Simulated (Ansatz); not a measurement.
One geometry of Al4B2, several levels of theory.

```yaml
crystal:
  periodic: [false, false, false]
  atoms:
    - {symbol: B, position_ang: [0.283688, 0.218903, 0.183851]}
    - {symbol: B, position_ang: [-0.662753, -0.499606, -0.811704]}
    - {symbol: Al, position_ang: [-0.308898, 0.138027, 2.190029]}
    - {symbol: Al, position_ang: [-2.055124, -1.157220, 0.555562]}
    - {symbol: Al, position_ang: [0.621723, -0.008747, -2.438858]}
    - {symbol: Al, position_ang: [2.121364, 1.308632, 0.321111]}
basis:
  gaussian: {orbitals: def2-TZVP, initial_orbitals: start.molden}
hamiltonian: {xc: pbe, dispersion: d4}
scf: {omitted_lower_state_checks: [starts]}
output: {forces: true, orbitals: {seedname: orbitals}}
```

The file start.molden holds the orbitals of an earlier run on this structure, at another level or in another basis.

```sh
$ ansatz run in.yaml --threads 4 --pin off --events-out ev --progress --plain --max-ram 4787MiB
```

Output, abridged:

```
Functional definition: PBE
1374 factors; their error is unknown
mean field evaluation 1: about -27721.4255 eV, gradient 1.3e1 eV
mean field evaluation 2: about -27721.5452 eV, gradient 2.0e-1 eV
mean field evaluation 4: about -27721.5317 eV, gradient 2.2e-3 eV
mean field -27721.53174490 eV, -1018.7475012961 hartree, gradient 2.4e-5 eV, S^2 0.000000; 0 other end points of the search recorded, 0 dependent functions left out
reference -27721.53178144 eV, -1018.7475026388 hartree; 31, 31 occupied and 179, 179 virtual orbitals, 1374 factors
Total energy: -27721.93835986 eV, -1018.7624441201 hartree
Atom 0 at     0.283688     0.218903     0.183851 Å, force     0.017531     0.013176    -0.021991 eV/Å
Atom 1 at    -0.662753    -0.499606    -0.811704 Å, force    -0.012752    -0.033584    -0.170560 eV/Å
Atom 2 at    -0.308898     0.138027     2.190029 Å, force    -0.023170    -0.031010    -0.098621 eV/Å
Atom 3 at    -2.055124    -1.157220     0.555562 Å, force     0.052494     0.050810     0.137571 eV/Å
Atom 4 at     0.621723    -0.008747    -2.438858 Å, force     0.067578     0.079913     0.257297 eV/Å
Atom 5 at     2.121364     1.308632     0.321111 Å, force    -0.101682    -0.079303    -0.103696 eV/Å
Dipole moment:    -0.084796    -0.019490     0.202851 e Å
Checks for a lower state left out: starts
```

Run time 1.5 s (4 threads of INTEL XEON PLATINUM 8581C on a shared host).

First input, but with `gaussian: {orbitals: def2-SVP, initial_orbitals: start.molden}`, `hamiltonian: {xc: {name: LC-wPBE, parameters: {omega: 0.3/bohr}}}`, `output: {orbitals: {seedname: orbitals}}` (abridged; 0.85 s):

```
Functional definition: LC-wPBE
mean field -27713.70706864 eV, -1018.4599497473 hartree, gradient 1.5e-5 eV, S^2 0.000000
Total energy: -27713.70706865 eV, -1018.4599497475 hartree
Checks for a lower state left out: starts
```

First input, but with `gaussian: {orbitals: def2-TZVPD, initial_orbitals: start.molden}`, `hamiltonian: {xc: pbe0, dispersion: d4}`, `output: {orbitals: {seedname: orbitals}}` (abridged; 2.9 s):

```
Functional definition: PBE0
mean field -27723.51734953 eV, -1018.8204709202 hartree, gradient 8.1e-6 eV, S^2 0.000000
Total energy: -27723.87039474 eV, -1018.8334450925 hartree
Checks for a lower state left out: starts
```

First input, but with `hamiltonian: {xc: {name: B2PLYP}}` and without the key `output` (abridged; 3.3 s):

```
Functional definition: B2PLYP
mean field -27718.92582957 eV, -1018.6517356740 hartree, gradient 3.2e-6 eV, S^2 0.000000
22 core orbitals not correlated: weight in the atoms' cores, before any rotation towards them, 1.000 or more for the frozen orbitals, at most 0.000 for the correlated occupied ones
second order -17.81647495 eV of doubles, -0.00000000 eV of singles
Total energy: -27723.73642714 eV, -1018.8285218737 hartree
Checks for a lower state left out: starts
```

As the first input, with `gaussian: {orbitals: STO-3G}`, `hamiltonian: {xc: hf}`, `output: {orbitals: {seedname: orbitals}}` (abridged; 0.15 s):

```
Functional definition: HF
mean field -27331.31536002 eV, -1004.4073136498 hartree, gradient 3.1e-5 eV, S^2 0.000000
Total energy: -27331.31536002 eV, -1004.4073136498 hartree
Checks for a lower state left out: starts
```

The first input with `hamiltonian: {xc: pbe0, dispersion: d4}`, `output: {orbitals: {seedname: orbitals}}` (abridged; 2.4 s):

```
Functional definition: PBE0
mean field -27723.50427664 eV, -1018.8199905004 hartree, gradient 2.6e-5 eV, S^2 0.000000
Total energy: -27723.85731624 eV, -1018.8329644664 hartree
Checks for a lower state left out: starts
```

As the first input, with `hamiltonian: {xc: hf}`, `output: {orbitals: {seedname: orbitals}}` (abridged; 1.4 s):

```
Functional definition: HF
mean field -27671.27356078 eV, -1016.9005470957 hartree, gradient 2.0e-5 eV, S^2 0.000000
Total energy: -27671.27356078 eV, -1016.9005470957 hartree
Checks for a lower state left out: starts
```

Geometry: B3LYP-D4/def2-SVP.

Correlated methods freeze 22 core orbitals. The restricted singlet is unstable towards broken spin symmetry in Hartree–Fock (as tested in another run); at HF/STO-3G this wasn't settled. At HF/def2-TZVP the restricted singlet is unstable: a solution with broken spin symmetry lies lower. The order of the spin states hangs on the level: the triplet lies 0.14 eV below the singlet at LC-ωPBE (ω = 0.30 bohr⁻¹)/def2-SVP, but 0.37 eV above it at PBE-D4/def2-TZVP. The structure comes from a short search, and lower isomers may exist.
